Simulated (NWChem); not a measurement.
System: C2H4NO, doublet; SMILES C[N]C=O

Output (shortened):

```
             Northwest Computational Chemistry Package (NWChem) 7.3.0
             --------------------------------------------------------

                             Geometry "geometry" -> ""
                             -------------------------

 Output coordinates in angstroms (scale by  1.889725989 to convert to a.u.)

  No.       Tag          Charge          X              Y              Z
 ---- ---------------- ---------- -------------- -------------- --------------
    1 C                    6.0000     0.43082000    -1.44790500    -0.06381100
    2 N                    7.0000    -0.70607500    -0.59920400     0.02459400
    3 C                    6.0000    -0.50945100     0.75130700    -0.10194200
    4 O                    8.0000     0.50370400     1.32503900     0.24892900
    5 H                    1.0000     0.42690100    -2.17107200     0.76812200
    6 H                    1.0000     0.33038800    -2.05573400    -0.98456100
    7 H                    1.0000     1.38694400    -0.89849800    -0.10097100
    8 H                    1.0000    -1.40577100     1.29627400    -0.47301400

 Effective nuclear repulsion energy (a.u.)     113.1220272208

                                 NWChem DFT Module
                                 -----------------

 Summary of "ao basis" -> "ao basis" (spherical)
 ------------------------------------------------------------------------------
       Tag                 Description            Shells   Functions and Types
 ---------------- ------------------------------  ------  ---------------------
 C                           3-21g                   5        9   3s2p
 N                           3-21g                   5        9   3s2p
 O                           3-21g                   5        9   3s2p
 H                           3-21g                   2        2   2s

 in cosmo_initialize ...
 calling solv_data for solv:h2o

 solvent parameters
 solvname_short: h2o
 solvname_long:  water
 dielec:       78.4000
 dielecinf:     1.7769
 aqueous SMD model solvent descriptors
 dielec:       78.4000
 sola:          0.8200

          ---------------
          -cosmo- solvent
          ---------------
 Cosmo: York-Karplus, doi: 10.1021/jp992097l
 dielectric constant -eps-     =  78.40
 screen = (eps-1)/(eps    )    =   0.98724
 surface charge correction     = lagrangian

   van der Waals surface
 --------------------------

 ---------- ATOMIC COORDINATES (A.U.) ------------ VDWR(ANG.) --
     1    0.81413175   -2.73614371   -0.12058531     1.850
     2   -1.33428828   -1.13233137    0.04647592     1.890
     3   -0.96272279    1.41976436   -0.19264245     1.850
     4    0.95186254    2.50396063    0.47040760     1.520
     5    0.80672591   -4.10273118    1.45154011     1.200
     6    0.62434279   -3.88477397   -1.86055051     1.200
     7    2.62094412   -1.69791502   -0.19080752     1.200
     8   -2.65652199    2.44960267   -0.89386685     1.200
 number of segments per atom =        128
 number of   points per atom =        128
 atom (   nspa,  nppa )
 ----------------------
    1 (     56,     0 )       0
    2 (     64,     0 )       0
    3 (     61,     0 )       0
    4 (     74,     0 )       0
    5 (     56,     0 )       0
    6 (     54,     0 )       0
    7 (     51,     0 )       0
    8 (     55,     0 )       0
 number of -cosmo- surface points =      471
 molecular surface =     90.196 angstrom**2
 molecular volume  =     64.973 angstrom**3
 -lineq- algorithm             =   0
 -bem- low  level              =   3
 -bem- from -octahedral-
 gaussian surface charge width =   4.50000
 degree of switching           =   1.00000
 switching function tolerance  =   0.00010
 atomic radii =
 --------------
    1  6.000  1.850
    2  7.000  1.890
    3  6.000  1.850
    4  8.000  1.520
    5  1.000  1.200
    6  1.000  1.200
    7  1.000  1.200
    8  1.000  1.200
 ...... end of -cosmo- initialization ......

 nat:                     8
 ixmem:                  3618
 calling mnsol_interface()
 G(SMD-CDS) energy (kcal/mol)  =     0.349
 SMD-CDS SASA (angstrom**2)    =   113.141

[...]

                                COSMO-SMD solvation results
                                ---------------------------

             internal energy in gas <Psi(g)|H|Psi(g)> =      -207.363308094349
         internal energy in solvent <Psi(s)|H|Psi(s)> =      -207.361418159955
                               delta internal energy  =         0.001889934393 (    1.19 kcal/mol)
   total free energy in solvent <Psi(s)|H+V/2|Psi(s)> =      -207.373805607958
 polarization energy contribution <Psi(s)|V/2|Psi(s)> =        -0.012387448003 (   -7.77 kcal/mol)
    total free energy in solvent including G(SMD-CDS) =      -207.373248803505
                       G(SMD-CDS) energy contribution =         0.000556804453 (    0.35 kcal/mol)
     1 M fixed-concentration free energy of solvation =        -0.009940709157 (   -6.24 kcal/mol)

                    DFT Final Alpha Molecular Orbital Analysis
                    ------------------------------------------

 Vector   14  Occ=1.000000D+00  E=-3.037152D-01
              MO Center= -2.9D-01, -1.9D-02,  2.2D-02, r^2= 2.5D+00
   Bfn.  Coefficient  Atom+Function         Bfn.  Coefficient  Atom+Function
  ----- ------------  ---------------      ----- ------------  ---------------
    15      0.444357  2 N  s                 16     -0.323730  2 N  px
    12     -0.312344  2 N  px                 3      0.207812  1 C  px
    34     -0.206402  4 O  px                44     -0.188635  8 H  s
    30     -0.184221  4 O  px                36     -0.184278  4 O  pz
    24     -0.181468  3 C  s                 35      0.164283  4 O  py

 Vector   15  Occ=1.000000D+00  E=-2.821401D-01
              MO Center= -1.4D-01, -1.2D-01, -5.9D-03, r^2= 2.5D+00
   Bfn.  Coefficient  Atom+Function         Bfn.  Coefficient  Atom+Function
  ----- ------------  ---------------      ----- ------------  ---------------
    18      0.377557  2 N  pz                14      0.337260  2 N  pz
    35      0.259462  4 O  py                36     -0.241089  4 O  pz
    31      0.237228  4 O  py                32     -0.217450  4 O  pz
    17      0.200991  2 N  py                16      0.180872  2 N  px
    12      0.172022  2 N  px                13      0.144737  2 N  py

 Vector   16  Occ=1.000000D+00  E=-2.715384D-01
              MO Center= -1.3D-01,  2.3D-01,  1.6D-01, r^2= 2.5D+00
   Bfn.  Coefficient  Atom+Function         Bfn.  Coefficient  Atom+Function
  ----- ------------  ---------------      ----- ------------  ---------------
    35      0.330369  4 O  py                31      0.301093  4 O  py
    18     -0.298719  2 N  pz                14     -0.251676  2 N  pz
    16      0.213371  2 N  px                34     -0.208562  4 O  px
    17      0.202757  2 N  py                30     -0.185932  4 O  px
    44     -0.178796  8 H  s                 12      0.169758  2 N  px

 Vector   17  Occ=0.000000D+00  E= 4.830840D-03
              MO Center= -3.1D-01,  6.1D-01, -3.9D-02, r^2= 1.8D+00
   Bfn.  Coefficient  Atom+Function         Bfn.  Coefficient  Atom+Function
  ----- ------------  ---------------      ----- ------------  ---------------
    27      0.575395  3 C  pz                23      0.437104  3 C  pz
    36     -0.407897  4 O  pz                18     -0.328184  2 N  pz
    32     -0.283856  4 O  pz                25     -0.246228  3 C  px
    14     -0.239460  2 N  pz                40     -0.200051  6 H  s
    21     -0.168663  3 C  px                 6      0.162353  1 C  s

 Vector   18  Occ=0.000000D+00  E= 1.483273D-01
              MO Center=  6.1D-01, -1.6D+00, -9.7D-02, r^2= 3.4D+00
   Bfn.  Coefficient  Atom+Function         Bfn.  Coefficient  Atom+Function
  ----- ------------  ---------------      ----- ------------  ---------------
     6      1.902007  1 C  s                 38     -1.074246  5 H  s
    40     -1.037561  6 H  s                 42     -0.946245  7 H  s
     8     -0.525477  1 C  py                 7      0.507697  1 C  px
    24     -0.395305  3 C  s                 15      0.244743  2 N  s
    44      0.242822  8 H  s                 33      0.195083  4 O  s

 Vector   19  Occ=0.000000D+00  E= 1.564110D-01
              MO Center= -9.3D-01,  4.5D-01, -4.1D-01, r^2= 4.4D+00
   Bfn.  Coefficient  Atom+Function         Bfn.  Coefficient  Atom+Function
  ----- ------------  ---------------      ----- ------------  ---------------
    44     -1.494416  8 H  s                 24      1.458961  3 C  s
    15     -0.656060  2 N  s                  6      0.588875  1 C  s
    40     -0.575916  6 H  s                 25     -0.536012  3 C  px
     7     -0.497662  1 C  px                42      0.478351  7 H  s
    38     -0.442003  5 H  s                  8     -0.260904  1 C  py

                     DFT Final Beta Molecular Orbital Analysis
                     -----------------------------------------

 Vector   13  Occ=1.000000D+00  E=-3.863852D-01
              MO Center=  2.2D-01,  8.0D-02,  1.2D-01, r^2= 2.9D+00
   Bfn.  Coefficient  Atom+Function         Bfn.  Coefficient  Atom+Function
  ----- ------------  ---------------      ----- ------------  ---------------
    36      0.266126  4 O  pz                32      0.259121  4 O  pz
    23      0.245409  3 C  pz                27      0.237943  3 C  pz
     5     -0.178069  1 C  pz                 4      0.171212  1 C  py
    37     -0.166478  5 H  s                 38     -0.154966  5 H  s
    30     -0.150128  4 O  px                34     -0.145983  4 O  px

[...]
```

Level: B3LYP/3-21G, spin-unrestricted, SMD on the gas-phase geometry. All runs use the structure optimised with PBE0/def2-SVP, spin-unrestricted. No stability test was run on the SCF state. Solvent: water.

Task: Write an input that gives this output.

Result: One answer among several that fit: the input that was run:
```
start job
memory heap 200 mb stack 900 mb global 1100 mb
geometry units angstroms noautosym nocenter noautoz
  C      0.430820    -1.447905    -0.063811
  N     -0.706075    -0.599204     0.024594
  C     -0.509451     0.751307    -0.101942
  O      0.503704     1.325039     0.248929
  H      0.426901    -2.171072     0.768122
  H      0.330388    -2.055734    -0.984561
  H      1.386944    -0.898498    -0.100971
  H     -1.405771     1.296274    -0.473014
end
basis spherical
  C library 3-21g
  N library 3-21g
  O library 3-21g
  H library 3-21g
end
dft
  odft
  mult 2
  xc b3lyp
  iterations 150
end
cosmo
  do_cosmo_smd true
  solvent water
end
task dft energy
```
